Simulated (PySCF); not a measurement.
Compound: C₅HF₃N₂S.
Atom-mapped SMILES: `[CH:1]#[C:2][c:3]1[s:4][n:5][n:6][c:7]1[C:8]([F:9])([F:10])[F:11]`

Probes without a nucleus sit at each ring's centroid and 1 Å off its mean plane on both sides; NICS is minus the shielding there, NICSzz its component along the normal. Level: GIAO PBE0/pcSseg-1 (PySCF, non-relativistic, gas phase) on the GFN2-xTB geometry, one conformer.

Ring bond lengths (Å), with Mayer bond orders in brackets: C3–S4 1.722 (1.29), S4–N5 1.654 (1.13), N5–N6 1.254 (1.54), N6–C7 1.337 (1.28), C7–C3 1.393 (1.32).

Question: Give the NICS values of each ring in ppm.

Answer: 
```json
{"ring": "C3–S4–N5–N6–C7", "type": "5-membered ring with 2 N and S; formal bonds all aromatic", "NICS(0)": "-12.3", "NICS(1), two faces": "-12.9 / -12.9", "NICS(1)zz, two faces": "-29.6 / -29.6", "rms pucker (Å)": "0.00", "centre to ring atoms, mean (Å)": "1.25"}
```

Question: What do they say, and how far can they be read as aromaticity?

Answer: 
- C3–S4–N5–N6–C7: mean NICS(1)zz -29.6 ppm, shielded. For a flat ring without four-coordinate atoms the NICS criterion counts such a value as aromatic.

Question: What is the mean of the two in-plane components of NICS at the first NICS(1) probe listed for ring C3–S4–N5–N6–C7, 1 Å off the ring?

Answer: The isotropic value is a third of the trace: (3 × -12.9 − (-29.6))/2 = -4.6 ppm.

Conformer computed: `[CH:1]#[C:2][c:3]1[s:4][n:5][n:6][c:7]1[C:8]([F:9])([F:10])[F:11]`: N6–C7–C8–F9 -3°.
